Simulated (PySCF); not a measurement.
revPBE on Br (bromine, neutral), [Ar] 3d10 4s1 4p5 4d1, one real determinant (an excited configuration). All numbers are calculated (PySCF 2.14, the spin-free X2C one-electron Hamiltonian (Gaussian nucleus), in aug-cc-pVQZ-DK).

```
cycle= 1 E= -2605.21475509804  delta_E= -0.012  |g|= 0.119  |ddm|= 1.04
cycle= 2 E= -2605.21545035886  delta_E= -0.000695  |g|= 0.0838  |ddm|= 0.372
cycle= 3 E= -2605.21613894195  delta_E= -0.000689  |g|= 0.00637  |ddm|= 0.192
cycle= 4 E= -2605.21615350496  delta_E= -1.46e-05  |g|= 0.000728  |ddm|= 0.0294
cycle= 5 E= -2605.21615379641  delta_E= -2.91e-07  |g|= 5.99e-05  |ddm|= 0.00414
cycle= 6 E= -2605.216153795  delta_E= 1.41e-09  |g|= 1.36e-05  |ddm|= 0.000632
cycle= 7 E= -2605.21615379511  delta_E= -1.05e-10  |g|= 8.96e-07  |ddm|= 5.46e-05
converged SCF energy = -2605.21615379511  <S^2> = 3.7527979  2S+1 = 4.0013987
```

Highest occupied orbital energy: 0.676 eV; ⟨L²⟩ = 7.97; populations by l: s 7.01, p 17.00, d 10.99, f 0.00.

Problem. Can this result be used?

Solution. Not for this state. The run converged. ⟨L²⟩ = 7.97 against 12 for a pure F term, so this real determinant mixes terms. The outer electron is Rydberg-like, and this basis confines it to a smaller radius and binds it less than a complete one would. At revPBE the highest occupied level has a positive energy, so only the finite basis holds that electron; for this excited configuration the basis is too tight for the outer shell.
